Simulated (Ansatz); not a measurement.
Geometry optimisation of Li₂Br₂⁺.

```yaml
crystal:
  periodic: [false, false, false]
  atoms:
    - {symbol: Li, position_ang: [1.562070, 0.574130, 0.067300]}
    - {symbol: Li, position_ang: [-2.027030, -2.376670, -0.072400]}
    - {symbol: Br, position_ang: [-0.244360, -0.953780, 0.062740]}
    - {symbol: Br, position_ang: [0.709330, 2.756320, -0.057650]}
basis:
  gaussian: {orbitals: def2-TZVP}
total_charge: 1
magnetization: {spin_polarized: true, initial_magnetization: 1}
hamiltonian: {xc: r2scan, dispersion: d4}
scf: {lower_state_search: "off"}
output: {orbitals: {seedname: orbitals}}
relax: {f_tol: 0.02, max_steps: 100}
```

```sh
$ ansatz run in.yaml --threads 4 --pin off --events-out ev --progress --plain --max-ram 3916MiB
```

Shortened log:

```
Functional definition: r2SCAN
mean field -140497.73713737 eV, -5163.1966070117 hartree, gradient 4.4e-6 eV, S^2 0.753646; 0 other end points of the search recorded, 0 dependent functions left out
relax step   1: F+E_penalty+E_count = -140497.75174229 eV  Δ(F+E_penalty+E_count) = +0.000e0 eV  max|allowed force component| = 2.630e-1 eV/Å  Δτ_max = 0.0000 Å  (23 SCF iters, accepted)
mean field -140497.81445223 eV, -5163.1994482804 hartree, gradient 3.1e-6 eV, S^2 0.753755; 0 other end points of the search recorded, 0 dependent functions left out
relax step   2: F+E_penalty+E_count = -140497.82947846 eV  Δ(F+E_penalty+E_count) = -7.774e-2 eV  max|allowed force component| = 1.753e-1 eV/Å  Δτ_max = 0.1904 Å  (29 SCF iters, accepted)
mean field -140497.88512193 eV, -5163.2020453439 hartree, gradient 2.1e-6 eV, S^2 0.753854; 0 other end points of the search recorded, 0 dependent functions left out
relax step   3: F+E_penalty+E_count = -140497.90054529 eV  Δ(F+E_penalty+E_count) = -7.107e-2 eV  max|allowed force component| = 4.062e-1 eV/Å  Δτ_max = 0.1951 Å  (28 SCF iters, accepted)
mean field -140497.95106640 eV, -5163.2044687586 hartree, gradient 2.1e-6 eV, S^2 0.753892; 0 other end points of the search recorded, 0 dependent functions left out
relax step   4: F+E_penalty+E_count = -140497.96686022 eV  Δ(F+E_penalty+E_count) = -6.631e-2 eV  max|allowed force component| = 2.824e-1 eV/Å  Δτ_max = 0.1950 Å  (25 SCF iters, accepted)
mean field -140498.00502892 eV, -5163.2064518447 hartree, gradient 1.8e-6 eV, S^2 0.753862; 0 other end points of the search recorded, 0 dependent functions left out
relax step   5: F+E_penalty+E_count = -140498.02105176 eV  Δ(F+E_penalty+E_count) = -5.419e-2 eV  max|allowed force component| = 1.914e-1 eV/Å  Δτ_max = 0.1941 Å  (25 SCF iters, accepted)
mean field -140498.04278242 eV, -5163.2078392600 hartree, gradient 1.9e-6 eV, S^2 0.753888; 0 other end points of the search recorded, 0 dependent functions left out
relax step   6: F+E_penalty+E_count = -140498.05892390 eV  Δ(F+E_penalty+E_count) = -3.787e-2 eV  max|allowed force component| = 1.075e-1 eV/Å  Δτ_max = 0.1951 Å  (24 SCF iters, accepted)
mean field -140498.07392102 eV, -5163.2089835827 hartree, gradient 2.7e-6 eV, S^2 0.753919; 0 other end points of the search recorded, 0 dependent functions left out
relax step   7: F+E_penalty+E_count = -140498.09030303 eV  Δ(F+E_penalty+E_count) = -3.138e-2 eV  max|allowed force component| = 9.247e-2 eV/Å  Δτ_max = 0.1910 Å  (23 SCF iters, accepted)
mean field -140498.10178591 eV, -5163.2100075984 hartree, gradient 1.2e-6 eV, S^2 0.754026; 0 other end points of the search recorded, 0 dependent functions left out
relax step   8: F+E_penalty+E_count = -140498.11831035 eV  Δ(F+E_penalty+E_count) = -2.801e-2 eV  max|allowed force component| = 9.709e-2 eV/Å  Δτ_max = 0.1935 Å  (23 SCF iters, accepted)
mean field -140498.13740700 eV, -5163.2113166491 hartree, gradient 1.1e-6 eV, S^2 0.754091; 0 other end points of the search recorded, 0 dependent functions left out
relax step   9: F+E_penalty+E_count = -140498.15376821 eV  Δ(F+E_penalty+E_count) = -3.546e-2 eV  max|allowed force component| = 1.025e-1 eV/Å  Δτ_max = 0.1963 Å  (23 SCF iters, accepted)
mean field -140498.19119069 eV, -5163.2132931635 hartree, gradient 1.1e-6 eV, S^2 0.754163; 0 other end points of the search recorded, 0 dependent functions left out
relax step  10: F+E_penalty+E_count = -140498.20719240 eV  Δ(F+E_penalty+E_count) = -5.342e-2 eV  max|allowed force component| = 1.670e-1 eV/Å  Δτ_max = 0.1951 Å  (23 SCF iters, accepted)
mean field -140498.27327894 eV, -5163.2163098512 hartree, gradient 1.2e-6 eV, S^2 0.754148; 0 other end points of the search recorded, 0 dependent functions left out
relax step  11: F+E_penalty+E_count = -140498.28930989 eV  Δ(F+E_penalty+E_count) = -8.212e-2 eV  max|allowed force component| = 2.218e-1 eV/Å  Δτ_max = 0.1951 Å  (23 SCF iters, accepted)
mean field -140498.34067505 eV, -5163.2187866122 hartree, gradient 1.5e-6 eV, S^2 0.754102; 0 other end points of the search recorded, 0 dependent functions left out
relax step  12: F+E_penalty+E_count = -140498.35675274 eV  Δ(F+E_penalty+E_count) = -6.744e-2 eV  max|allowed force component| = 7.976e-2 eV/Å  Δτ_max = 0.1949 Å  (23 SCF iters, accepted)
mean field -140498.34263403 eV, -5163.2188586037 hartree, gradient 2.8e-6 eV, S^2 0.754124; 0 other end points of the search recorded, 0 dependent functions left out
relax step  13: F+E_penalty+E_count = -140498.35870976 eV  Δ(F+E_penalty+E_count) = -1.957e-3 eV  max|allowed force component| = 4.948e-2 eV/Å  Δτ_max = 0.0556 Å  (21 SCF iters, accepted)
mean field -140498.34595800 eV, -5163.2189807572 hartree, gradient 1.5e-6 eV, S^2 0.754107; 0 other end points of the search recorded, 0 dependent functions left out
relax step  14: F+E_penalty+E_count = -140498.36204915 eV  Δ(F+E_penalty+E_count) = -3.339e-3 eV  max|allowed force component| = 9.123e-3 eV/Å  Δτ_max = 0.0937 Å  (20 SCF iters, accepted)
mean field -140498.34523009 eV, -5163.2189540070 hartree, gradient 1.1e-6 eV, S^2 0.754104; 0 other end points of the search recorded, 0 dependent functions left out
relax step  15: F+E_penalty+E_count = -140498.36133301 eV  Δ(F+E_penalty+E_count) = +7.161e-4 eV  max|allowed force component| = 2.947e-2 eV/Å  Δτ_max = 0.0761 Å  (20 SCF iters, rejected (line search))
mean field -140498.34618576 eV, -5163.2189891273 hartree, gradient 2.3e-6 eV, S^2 0.754105; 0 other end points of the search recorded, 0 dependent functions left out
relax step  16: F+E_penalty+E_count = -140498.36228159 eV  Δ(F+E_penalty+E_count) = -2.324e-4 eV  max|allowed force component| = 3.982e-3 eV/Å  Δτ_max = 0.0235 Å  (22 SCF iters, accepted)
Total energy: -140498.36229990 eV, -5163.2195813110 hartree
Atom 0 at     1.833847     0.675138    -0.127233 Å, force    -0.000102    -0.001077    -0.001021 eV/Å
Atom 1 at    -1.774570    -0.744158    -0.359970 Å, force    -0.002356     0.000055    -0.002193 eV/Å
Atom 2 at     0.485171    -1.317755     0.497199 Å, force     0.003982    -0.002958     0.002512 eV/Å
Atom 3 at    -0.544438     1.386775    -0.010005 Å, force    -0.001524     0.003980     0.000702 eV/Å
Dipole moment:     0.076687    -0.088639    -0.627155 e Å
Checks for a lower state left out: stability, starts, cluster_reference, orbital_swaps, neighbouring_geometries, increment
```

Hardware: 4 threads of Arm Neoverse V1 on a shared host. Wall time 59 s.

The relaxation made no stability test and no search for a lower SCF solution. The structure comes from a short search, and lower isomers may exist.
